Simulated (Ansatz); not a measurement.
Cartesian coordinates (Å):
```xyz
5

C      2.2796     0.1636     1.0373
N      1.1698     0.0839     0.6549
C     -0.0615    -0.0044     0.2305
C     -1.1930    -0.0856    -0.1594
H     -2.1949    -0.1575    -0.5047
```
Charge 0, spin multiplicity 1.

All values below come from Ansatz (a program for electronic structure) with frozen-core CCSD(T)/cc-pVTZ // B3LYP-D3(BJ)/def2-TZVP.

The HF energy is -168.57196 Ha and the MP2 correlation energy comes out as -0.61855 Ha.

**Question.** Estimate the CCSD correlation energy, the (T) correction, the total energy and the T1 diagnostic.

**Answer.** 
| Property | Result |
|---|---|
| CCSD correlation energy | -0.62728 Ha |
| (T) correction | -0.03602 Ha |
| CCSD(T) total energy | -169.23525 Ha |
| T1 diagnostic | 0.016 |
